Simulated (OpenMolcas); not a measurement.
**2s2 2p along the 5-electron sequence**

```yaml
Program: OpenMolcas
Method: SS-RASPT2, IPEA 0.25 Eh, imaginary shift 0.1 Eh
Basis: ANO-RCC-VQZP
Scalar_Hamiltonian: DKH2, point nucleus
Spin-orbit_coupling: state interaction with AMFI integrals over the reference wave functions, term energies averaged over their components
```

Active space for each ion: 3 electrons in 9 orbitals (RAS2 2s 2p; RAS3 3d, at most 2 electrons); closed shells correlated by CASPT2: 1s.

Computed levels in cm-1 above 2P* 1/2:

```json
{"Level": "2P* 3/2", "B": "14.5", "C+": "57.0", "N2+": "158", "O3+": "351", "F4+": "685", "Ne5+": "1204"}
{"Level": "weight of 2P* in the lowest level (%)", "B": "100", "C+": "100", "N2+": "100", "O3+": "100", "F4+": "100", "Ne5+": "100"}
```

Measured, with the error of the calculation in %. Measured levels: B, C+ from NIST Handbook of Basic Atomic Spectroscopic Data; N2+ from Moore, Selected Tables of Atomic Spectra, NSRDS-NBS 3, section 5; O3+ from Moore, Selected Tables of Atomic Spectra, NSRDS-NBS 3, section 10; F4+ from Moore, Atomic Energy Levels, vol. I, NSRDS-NBS 35 (1971 reprint of NBS Circular 467, 1949); Ne5+ from NIST levels in Podobedova, Fuhr, Reader and Wiese, J. Phys. Chem. Ref. Data 33, 525 (2004).

| Level | B | C+ | N2+ | O3+ | F4+ | Ne5+ |
| --- | --- | --- | --- | --- | --- | --- |
| 2P* 3/2 | 15.3 (-4.9) | 63.4 (-10.1) | 174 (-9.5) | 386 (-8.9) | 746 (-8.2) | 1310 (-8.1) |

The fine-structure level 2P* 3/2 changes by a factor of 83 from B to Ne5+. Its fourth root runs 1.95, 2.75, 3.55, 4.33, 5.12, 5.89, with steps per unit of Z of 0.80, 0.80, 0.78, 0.79, 0.77; equal steps would mean a (Z - σ)^4 law with constant σ.

Active for correlation alone: 3d; no level in the range computed is led by a configuration that fills it, so any true level of that kind is missing. Measured partners are found by configuration, term and J. A level has none where our copy of the source lacks it or the pairing is in doubt (some pairs that miss far off the trend of their configuration count as doubtful), and it then counts in no deviation. Levels of configurations outside the active space are missing.

* marks odd parity.
